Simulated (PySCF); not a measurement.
# Assignment exercise: C₄H₈F₂OSi

Atoms are numbered as in `[CH3:1]/[C:2]([F:3])=[C:4](/[CH2:5][F:6])[SiH2:7][OH:8]`. Hydrogens are named by the atom that carries them.

All values are calculated (PySCF): shielding tensors at PBE0/pcSseg-1 (GIAO), GFN2-xTB geometry. Fast rotation and ring inversion assumed for equivalent nuclei, single conformer, non-relativistic Hamiltonian, gas phase.

δ = σ(ref) − σ, references computed at the same level: ¹³C (σ = 186.93 ppm) and ¹H (σ = 31.72 ppm) against TMS.

(1) Assign these signals to the numbered atoms. ¹³C{¹H} NMR (computed): δ 168.1, 114.5, 84.7, 17.8.

(2) Assign these signals to the numbered atoms. ¹H NMR (500 MHz, computed): δ 5.77 (m, 2H), 5.33 (s, 2H), 1.99 (m, 3H), 1.84 (br s, 1H).

Results:

(1) 
| δ (ppm) | atoms | environment | reason |
| --- | --- | --- | --- |
| 168.1 | C2 | fully substituted alkene carbon | – |
| 114.5 | C4 | fully substituted alkene carbon | the olefinic region |
| 84.7 | C5 | allylic sp3 CH2 bonded to F | the inductive effect lowers its shielding |
| 17.8 | C1 | allylic methyl carbon | a saturated carbon with 1 carbon neighbour and no heteroatom attached |

(2) 
| δ (ppm) | atoms | environment | reason |
| --- | --- | --- | --- |
| 5.77 | H(C5) | hydrogen on an allylic sp3 CH2 bonded to F | its carbon carries F, an electronegative neighbour |
| 5.33 | H(Si7) | hydrogen on a silicon bonded to C, O | – |
| 1.99 | H(C1) | hydrogen on an allylic methyl carbon | allylic position |
| 1.84 | H(O8) | hydrogen on an oxygen bonded to Si | exchangeable; this is the value without hydrogen bonding to other molecules |

Exchangeable OH/NH protons stand at their gas-phase positions; hydrogen bonding in a real sample shifts them, mostly to higher δ. Splittings by ¹⁹F in the carbon and heteronuclear signals aren't shown, as no couplings were computed. Shifts are as computed. Against solution values, carbons near 30 ppm lie about +3 ppm off and those near 130 ppm about +5 ppm. Of 1309 compounds with measured shifts, 239 miss one by over three times the rms of a fit or turn the order of signals round; such compounds aren't used in these exercises. No couplings were computed; multiplicities are counted from neighbouring protons, with m where these are inequivalent, close in shift, in a saturated or five-membered ring or joined by F or P, and br s for small geminal =CH2 splittings.
